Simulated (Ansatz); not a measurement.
Co₂O₂⁻, relaxed as a quartet with UKS PBE-D4/def2-SVPD in Ansatz, starting from the PBE-D4/def2-SVPD geometry of the charge -1 doublet. Force threshold 0.02 eV/Å.

The highest occupied level of the charge -1 quartet lies above zero (up to 1.19 eV). The electron is either unbound and held by the finite basis, or the level is raised by self-interaction error. At PBE-D4/def2-SVPD a doublet of charge -1 lies 0.22 eV below the quartet, each at its own geometry. The structure comes from a short search, and lower isomers may exist.

Start:

```
atom   x (Å)   y (Å)   z (Å)
 Co1   0.923  -0.524   0.151
 Co2  -0.943   0.535  -0.154
  O3  -0.272  -0.828  -1.130
  O4   0.292   0.817   1.133
```

Task: Estimate the energy that the relaxation releases and the steps that it takes.

Result: 0.02 eV, in 4 steps; 28 s on 4 threads of Intel Xeon on a shared host. No frequencies were taken in this run, so the end may be a saddle point.

Task: Does the start keep its bonding and symmetry?

Result: By distances, no bond broke or formed. The bond that changes most is Co2–O4, from 1.81 to 1.78 Å (atoms count from 1). Point group D2h at the start, D2h at the end, both within 0.05 Å.

Task: Predict the relaxed structure.

Result: 
```xyz
4

Co    0.912   -0.517    0.149
Co   -0.912    0.517   -0.149
O    -0.283   -0.825   -1.134
O     0.283    0.825    1.134
```
Bond lengths (bridged metal pairs left out): 4 × Co–O 1.78 Å.
